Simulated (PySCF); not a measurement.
## Pb (lead, neutral) across methods

[Xe] 4f14 5d10 6s2 6p2, high-spin 3P determinant. Computed with PySCF 2.14 in aug-cc-pwCVTZ-PP with ECP60MDF (8s7p6d4f1g, 96 functions), with a scalar-relativistic core potential.

```csv
method,E (hartree),mean ε 6s α (eV),mean ε 6s β (eV),mean ε 6p α (eV),Σ⟨r²⟩ (bohr²),⟨S²⟩
B97-3,-192.8755,-13.621,-12.166,-4.662,65.90,2.003
wB97M-V,-192.7650,-16.110,-14.328,-6.687,66.03,2.004
r2SCANh,-192.9047,-13.272,-11.770,-4.524,65.57,2.005
LDA,-192.5702,-12.572,-11.741,-4.009,66.26,2.001
PBE0,-192.8381,-13.687,-12.181,-4.799,65.97,2.003
TPSSh,-192.7759,-12.910,-11.554,-4.294,65.98,2.002
PBE,-192.8665,-12.306,-11.334,-3.924,66.49,2.002
UHF,-191.83616,-16.959,-13.695,-6.944,66.67,2.011
r2SCAN,-192.9270,-12.757,-11.413,-4.202,65.64,2.005
```

Energies and moments cover only the electrons outside the core potential. Spin-orbit coupling is strong in this species (close to jj coupling), so the high-spin LS determinant is a model state, not a physical level.
